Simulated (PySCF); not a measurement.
sulfuric acid (H$_{2}$O$_{4}$S), singlet, geometry from GFN2-xTB; B3LYP/6-31G (PySCF).

The PySCF input:
```python
from pyscf import gto, scf, dft

mol = gto.M(
    atom='''
O    -0.55270887    1.35278782    0.31094223
S    -0.08041867   -0.12569137   -0.01074187
O    -0.62676941   -0.48852650   -1.26558736
O    -0.27441856   -0.91999660    1.14521182
O     1.47921766    0.09531076   -0.18718448
H    -0.79115034    1.75123860   -0.52439176
H     1.87528245   -0.05678066    0.66920393
''',
    basis='6-31g',
    verbose=4,
    symmetry=True,
)

mf = dft.RKS(mol)
mf.xc = 'b3lyp'
mf.kernel()
mf.analyze()
```

The log (banner, timings and long lists left out):

```
PySCF version 2.14.0

[INPUT] verbose = 4
[INPUT] num. atoms = 7
[INPUT] num. electrons = 50
[INPUT] charge = 0
[INPUT] spin (= nelec alpha-beta = 2S) = 0
[INPUT] symmetry True subgroup None
[INPUT] Mole.unit = angstrom
[INPUT] Symbol           X                Y                Z      unit          X                Y                Z       unit  Magmom
[INPUT]  1 O     -0.552708870000   1.352787820000   0.310942230000 AA   -1.044468390918   2.556398484447   0.587595655262 Bohr   0.0
[INPUT]  2 S     -0.080418670000  -0.125691370000  -0.010741870000 AA   -0.151969261602  -0.237522265521  -0.020299192366 Bohr   0.0
[INPUT]  3 O     -0.626769410000  -0.488526500000  -1.265587360000 AA   -1.184422528155  -0.923181289592  -2.391613497111 Bohr   0.0
[INPUT]  4 O     -0.274418560000  -0.919996600000   1.145211820000 AA   -0.518575921898  -1.738541609531   2.164136694415 Bohr   0.0
[INPUT]  5 O      1.479217660000   0.095310760000  -0.187184480000 AA    2.795316256020   0.180111233124  -0.353727401969 Bohr   0.0
[INPUT]  6 H     -0.791150340000   1.751238600000  -0.524391760000 AA   -1.495057465957   3.309361332767  -0.990956808379 Bohr   0.0
[INPUT]  7 H      1.875282450000  -0.056780660000   0.669203930000 AA    3.543770236703  -0.107299896572   1.264612149183 Bohr   0.0

nuclear repulsion = 290.840592282365
point group symmetry = C2
symmetry origin: [-1.88972608e-09 -5.29123312e-09 -2.64561649e-09]
symmetry axis x: [ 0.75305072 -0.51663057  0.40744013]
symmetry axis y: [-0.37941434  0.16494806  0.9104048 ]
symmetry axis z: [0.53754941 0.84016962 0.07180279]
num. orbitals of irrep A = 27
num. orbitals of irrep B = 26
number of shells = 31
number of NR pGTOs = 142
number of NR cGTOs = 53
basis = 6-31g
ecp = {}

******** <class 'pyscf.dft.rks_symm.SymAdaptedRKS'> ********
method = SymAdaptedRKS
initial guess = minao
damping factor = 0
level_shift factor = 0
DIIS = <class 'pyscf.scf.diis.CDIIS'>
diis_start_cycle = 1
diis_space = 8
diis_damp = 0
SCF conv_tol = 1e-09
SCF conv_tol_grad = None
SCF max_cycles = 50
direct_scf = True
direct_scf_tol = 1e-13
XC library pyscf.dft.libxc version 7.1.2
    S. Lehtola, C. Steigemann, M. J. T. Oliveira, and M. A. L. Marques,  SoftwareX 7, 1–5 (2018)
XC functionals = b3lyp
    P. J. Stephens, F. J. Devlin, C. F. Chabalowski, and M. J. Frisch,  J. Phys. Chem. 98, 11623 (1994)
radial grids:
    Treutler-Ahlrichs [JCP 102, 346 (1995); DOI:10.1063/1.469408] (M4) radial grids

becke partition: Becke, JCP 88, 2547 (1988); DOI:10.1063/1.454033
pruning grids: <function nwchem_prune>
grids dens level: 3
symmetrized grids: True
atomic radii adjust function: <function treutler_atomic_radii_adjust>
small_rho_cutoff = 0
Freeze 0 electrons in irreps []
    50 free electrons in irreps A B
Set gradient conv threshold to 3.16228e-05
Initial guess from minao.
tot grids = 94824
init E= -701.694084097528
HOMO (B) = -0.410386751421395  LUMO (A) = -0.0115008719365255  gap/eV = 10.85424
cycle= 1 E= -699.355522945925  delta_E= 2.34  |g|=  1.4  |ddm|=  3.2
HOMO (B) = -0.206168358534183  LUMO (A) = -0.0234151763978612  gap/eV = 4.97297
cycle= 2 E= -698.854953467594  delta_E= 0.501  |g|= 2.09  |ddm|= 4.37
HOMO (B) = -0.345417969873411  LUMO (A) = -0.0222014376768334  gap/eV = 8.79517
cycle= 3 E= -699.758005048746  delta_E= -0.903  |g|= 0.451  |ddm|= 2.93
HOMO (B) = -0.353000207396179  LUMO (A) = -0.0309467391797951  gap/eV = 8.76352
cycle= 4 E= -699.797251255955  delta_E= -0.0392  |g|= 0.0676  |ddm|= 0.437
HOMO (B) = -0.350022349428883  LUMO (A) = -0.0242756553305958  gap/eV = 8.86402
cycle= 5 E= -699.79804516994  delta_E= -0.000794  |g|= 0.00839  |ddm|= 0.0468
HOMO (B) = -0.351974970232954  LUMO (A) = -0.0254200812817482  gap/eV = 8.88601
cycle= 6 E= -699.798063562293  delta_E= -1.84e-05  |g|= 0.00176  |ddm|= 0.0134
HOMO (B) = -0.351965409024131  LUMO (A) = -0.0251615802296308  gap/eV = 8.89279
cycle= 7 E= -699.79806435648  delta_E= -7.94e-07  |g|= 0.000159  |ddm|= 0.00288
HOMO (B) = -0.351957537715713  LUMO (A) = -0.0251806352356911  gap/eV = 8.89205
cycle= 8 E= -699.798064362787  delta_E= -6.31e-09  |g|= 6.33e-06  |ddm|= 0.000226
HOMO (B) = -0.35195739697922  LUMO (A) = -0.0251795917178754  gap/eV = 8.89208
cycle= 9 E= -699.7980643628  delta_E= -1.38e-11  |g|= 1.2e-06  |ddm|= 1.75e-05
HOMO (B) = -0.351957015084279  LUMO (A) = -0.0251796455209503  gap/eV = 8.89207
Extra cycle  E= -699.798064362808  delta_E= -7.5e-12  |g|= 2.02e-06  |ddm|= 3.64e-06
converged SCF energy = -699.798064362808
**** SCF Summaries ****
Total Energy =                        -699.798064362807850
Nuclear Repulsion Energy =             290.840592282365037
One-electron Energy =                -1538.426066929529497
Two-electron Energy =                  547.787410284356611
Two-electron Coulomb Energy =          608.834882431991559
DFT Exchange-Correlation Energy =      -61.047472147634927
HOMO-LUMO gap [eV] =                     8.892065145787925
Wave-function symmetry = A
occupancy for each irrep:      A    B
                              13   12
**** MO energy ****
MO #1 (A #1), energy= -89.2309681428998 occ= 2
MO #2 (A #2), energy= -19.24822245435 occ= 2
MO #3 (B #1), energy= -19.2482043406311 occ= 2
MO #4 (B #2), energy= -19.1955205388332 occ= 2
MO #5 (A #3), energy= -19.1955143145295 occ= 2
MO #6 (A #4), energy= -8.30720401841984 occ= 2
MO #7 (B #3), energy= -6.26893949200056 occ= 2
MO #8 (A #5), energy= -6.26663670513528 occ= 2
MO #9 (B #4), energy= -6.26580206629839 occ= 2
MO #10 (A #6), energy= -1.31194435065011 occ= 2
MO #11 (B #5), energy= -1.15277595110795 occ= 2
MO #12 (A #7), energy= -1.13442265311154 occ= 2
MO #13 (B #6), energy= -1.12772923789673 occ= 2
MO #14 (A #8), energy= -0.755988709770486 occ= 2
MO #15 (B #7), energy= -0.684413110302503 occ= 2
MO #16 (A #9), energy= -0.571607346280093 occ= 2
MO #17 (B #8), energy= -0.54988974637146 occ= 2
MO #18 (A #10), energy= -0.503251222828827 occ= 2
MO #19 (B #9), energy= -0.471915787463549 occ= 2
MO #20 (A #11), energy= -0.439716981685086 occ= 2
MO #21 (B #10), energy= -0.406178156365547 occ= 2
MO #22 (A #12), energy= -0.389804057155475 occ= 2
MO #23 (B #11), energy= -0.36904989682677 occ= 2
MO #24 (A #13), energy= -0.361645143923054 occ= 2
MO #25 (B #12), energy= -0.351957015084279 occ= 2
MO #26 (A #14), energy= -0.0251796455209503 occ= 0
MO #27 (B #13), energy= 0.0256737832592451 occ= 0
MO #28 (B #14), energy= 0.0608493937598755 occ= 0
MO #29 (A #15), energy= 0.0634791325139241 occ= 0
MO #30 (A #16), energy= 0.0813509509900614 occ= 0
MO #31 (B #15), energy= 0.133977140376482 occ= 0
MO #32 (B #16), energy= 0.291339004430747 occ= 0
MO #33 (A #17), energy= 0.298822647143392 occ= 0
 ** Mulliken pop on meta-lowdin orthogonal AOs  **
 ** Mulliken pop  **
 ** Mulliken atomic charges  **
charge of    0O =     -0.61985
charge of    1S =      1.96124
charge of    2O =     -0.71995
charge of    3O =     -0.71995
charge of    4O =     -0.61985
charge of    5H =      0.35918
charge of    6H =      0.35918
Dipole moment(X, Y, Z, Debye):  1.57434,  2.46063,  0.21029
```
